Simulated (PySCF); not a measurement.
## Electric properties by functional and basis

Compound: C₃H₈BP.
SMILES: `C#CC[BH2-][PH3+]`

PySCF, dipoles from the SCF density, polarisabilities from static response with core orbitals frozen. Isolated species at its PBE0-D3(BJ)/def2-SVP geometry (one conformer only).

Question: How do dipole and polarisability depend on functional and basis here?

Answer: 

| level | μ (D) | α (au) | anisotropy (au) |
| --- | --- | --- | --- |
| LDA/def2-SVPD | 3.466 | 83.56 | 26.35 |
| PBE/def2-SVPD | 3.459 | 81.99 | 25.98 |
| B3LYP/def2-SVPD | 3.592 | 79.69 | 24.46 |
| PBE0/def2-SVPD | 3.622 | 78.96 | 24.31 |
| BHandHLYP/def2-SVPD | 3.750 | 76.81 | 23.01 |
| CAM-B3LYP/def2-SVPD | 3.727 | 78.16 | 23.34 |
| wB97X-D/def2-SVPD | 3.696 | 78.42 | 23.33 |
| LC-wPBE/def2-SVPD | 3.840 | 75.95 | 22.37 |
| HF/def2-SVPD | 3.933 | 74.10 | 21.45 |
| PBE0/6-31G* | 3.704 | 64.42 | 26.51 |
| PBE0/6-31+G* | 3.793 | 73.70 | 25.97 |
| PBE0/def2-SVP | 3.852 | 67.32 | 26.23 |
| PBE0/aug-cc-pVDZ | 3.607 | 80.67 | 24.64 |
| PBE0/def2-TZVP | 3.590 | 76.06 | 25.62 |
| PBE0/def2-TZVPD | 3.533 | 80.53 | 24.64 |

The anisotropy is √(½[(α1 − α2)² + (α2 − α3)² + (α3 − α1)²]). The dipole runs from 3.46 D (PBE/def2-SVPD) to 3.93 D (HF/def2-SVPD). No reference polarisability is at hand; against PBE0 in the largest diffuse basis at hand (def2-TZVPD) the other PBE0 rows deviate by 6-31G* -20%, 6-31+G* -8%, def2-SVP -16%, def2-SVPD -2%, aug-cc-pVDZ 0%, def2-TZVP -6%. In one basis (def2-SVPD) the functionals order the polarisability from HF (lowest) to LDA (highest), a spread of 13%. With PBE0 the polarisability is 69.27 au without diffuse functions (mean of 6-31G*, def2-SVP and def2-TZVP) and 78.47 au with them (mean of 6-31+G*, def2-SVPD, aug-cc-pVDZ and def2-TZVPD).
